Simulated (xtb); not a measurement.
C4H3S, doublet, at a GFN2-xTB geometry; GFN0-xTB in xtb.

The xtb input:
```
$ xtb mol.xyz --gfn 0 --uhf 1 --etemp 3000 --json

# file mol.xyz
8

S     -0.00127787     0.06970181     1.20878531
C     -0.01316788     1.23910850    -0.02540317
C      0.01247167    -1.17275513     0.00395312
C     -0.00754797     0.76302635    -1.27874893
C      0.00761731    -0.66385036    -1.25401862
H      0.02325580    -2.19950722     0.31126409
H     -0.01339697     1.35042145    -2.17665447
H      0.01434834    -1.25931936    -2.14986897
```

What the program printed (banner, timings and long lists left out):

```
   ID    Z sym.   atoms
    1   16 S      1
    2    6 C      2-5
    3    1 H      6-8

           -------------------------------------------------
          |                Calculation Setup                |
           -------------------------------------------------

           -------------------------------------------------
          |                 G F N 0 - x T B                 |
           -------------------------------------------------

          ...................................................
          :                      SETUP                      :
          :.................................................:
          :  # basis functions                  32          :
          :  # atomic orbitals                  31          :
          :  # shells                           17          :
          :  # electrons                        25          :
          :  electronic temp.         3000.0000000     K    :
          :  accuracy                    1.0000000          :
          :  -> integral cutoff          0.2500000E+02      :
          :  -> integral neglect         0.1000000E-07      :
          ...................................................

         :::::::::::::::::::::::::::::::::::::::::::::::::::::
         ::                     SUMMARY                     ::
         :::::::::::::::::::::::::::::::::::::::::::::::::::::
         :: total energy             -13.234004755522 Eh    ::
         :: gradient norm              0.049197361240 Eh/a0 ::
         :: HOMO-LUMO gap              3.313699877579 eV    ::
         ::.................................................::
         :: H0 energy                -13.423520096545 Eh    ::
         :: repulsion energy           0.201223856920 Eh    ::
         :: electrostat energy        -0.009360927560 Eh    ::
         :: -> Gsolv                   0.000000000000 Eh    ::
         ::    -> Gsasa                0.000000000000 Eh    ::
         ::    -> Gshift               0.000000000000 Eh    ::
         :: dispersion energy         -0.002347588337 Eh    ::
         :: short-range corr.          0.000000000000 Eh    ::
         :: add. restraining           0.000000000000 Eh    ::
         :: total charge               0.000000000000 e     ::
         :::::::::::::::::::::::::::::::::::::::::::::::::::::

           -------------------------------------------------
          |                Property Printout                |
           -------------------------------------------------

    * Orbital Energies and Occupations

         #    Occupation            Energy/Eh            Energy/eV
      -------------------------------------------------------------
         1        2.0000           -0.7444202             -20.2567
         2        2.0000           -0.6383506             -17.3704
         3        2.0000           -0.6213545             -16.9079
         4        2.0000           -0.5897276             -16.0473
         5        2.0000           -0.5784577             -15.7406
         6        2.0000           -0.5517668             -15.0143
         7        2.0000           -0.5054277             -13.7534
         8        2.0000           -0.4961682             -13.5014
         9        1.9999           -0.4893324             -13.3154
        10        1.9995           -0.4695354             -12.7767
        11        1.8846           -0.4165129             -11.3339
        12        1.8616           -0.4145351             -11.2801
        13        1.2527           -0.3869367             -10.5291 (HOMO)
        14        0.0017           -0.2651605              -7.2154 (LUMO)
        15        0.0000           -0.2149023              -5.8478
        16        0.0000           -0.2094475              -5.6994
        17                         -0.1217923              -3.3141
        18                         -0.1152155              -3.1352
        19                         -0.1135182              -3.0890
        20                         -0.0977230              -2.6592
        21                          0.0069012               0.1878
        22                          0.0320065               0.8709
        23                          0.0393560               1.0709
        24                          0.1336308               3.6363
       ...                                ...                  ...
        31                          0.7145716              19.4445
      -------------------------------------------------------------
                  HL-Gap            0.1217762 Eh            3.3137 eV
             Fermi-level            0.0000000 Eh            0.0000 eV

     #   Z          covCN         q      C6AA      α(0)
     1  16 S        2.273     0.110   134.172    19.530
     2   6 C        2.048    -0.139    35.519     9.615
     3   6 C        2.938    -0.169    34.125     9.550
     4   6 C        3.085    -0.029    30.147     8.974
     5   6 C        3.133    -0.063    30.913     9.075
     6   1 H        0.926     0.114     1.663     2.017
     7   1 H        0.926     0.088     1.896     2.153
     8   1 H        0.926     0.088     1.894     2.152

 Mol. C6AA /au·bohr⁶  :       1479.104335
 Mol. C8AA /au·bohr⁸  :      47487.126166
 Mol. α(0) /au        :         63.065941

Wiberg/Mayer (AO) data.
largest (>0.10) Wiberg bond orders for each atom

 ---------------------------------------------------------------------------
     #   Z sym  total        # sym  WBO       # sym  WBO       # sym  WBO
 ---------------------------------------------------------------------------
     1  16 S    2.720 --     2 C    1.303     3 C    1.216
     2   6 C    3.045 --     4 C    1.582     1 S    1.303
     3   6 C    3.875 --     5 C    1.573     1 S    1.216     6 H    0.968
     4   6 C    3.884 --     2 C    1.582     5 C    1.221     7 H    0.965
     5   6 C    3.882 --     3 C    1.573     4 C    1.221     8 H    0.966
     6   1 H    0.980 --     3 C    0.968
     7   1 H    0.989 --     4 C    0.965
     8   1 H    0.983 --     5 C    0.966
 ---------------------------------------------------------------------------

Topologies differ in total number of bonds
Writing topology from bond orders to xtbtopo.mol

 dipole moment from electron density (au)
     X       Y       Z
   0.0090  -0.8699   0.4775  total (Debye):    2.522

           -------------------------------------------------
          | TOTAL ENERGY              -13.234004755522 Eh   |
          | GRADIENT NORM               0.049197361240 Eh/α |
          | HOMO-LUMO GAP               3.313699877579 eV   |
           -------------------------------------------------

normal termination of xtb
```
